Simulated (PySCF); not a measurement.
Relaxation of singlet RuI2

Level of theory: PBE0/[Ru def2-SVP with ECP28, I def2-SVP with ECP28], scalar-relativistic core potentials, density fitting, no spin–orbit coupling, PySCF. A (50,194) grid was used.

A start displaced from a saddle point along its imaginary mode, of C2v symmetry, held to at least that symmetry:

```xyz
3
charge 0 multiplicity 1, angstrom
Ru    0.1204   -0.2191    0.0000
I    -0.0484    0.0880    2.5527
I    -0.0484    0.0880   -2.5527
```

Optimiser trace:
```csv
step,E − E(last) (kJ/mol),largest gradient (Eh/bohr)
0,22.83,0.00638
1,21.38,0.00290
2,16.34,0.00630
3,5.61,0.00469
4,5.60,0.01377
5,2.29,0.00499
6,2.05,0.00526
7,1.17,0.00523
8,0.54,0.00376
9,0.01,0.00044
10,0.00,0.00002
```

It ends at C2v with Ru–I 2.530 Å (×2); I–Ru–I 111.9° (after a last refinement on a finer grid). The frequency run here used a shortcut that can spoil soft modes, so no verdict on minimum or saddle point is given. Other isomers or separated fragments may lie lower.

Stability towards spin polarisation was not tested. At this level a quintet minimum of D∞h symmetry lies 215 kJ/mol below this structure.

The relaxation took roughly 2.9 core-minutes on a shared host.
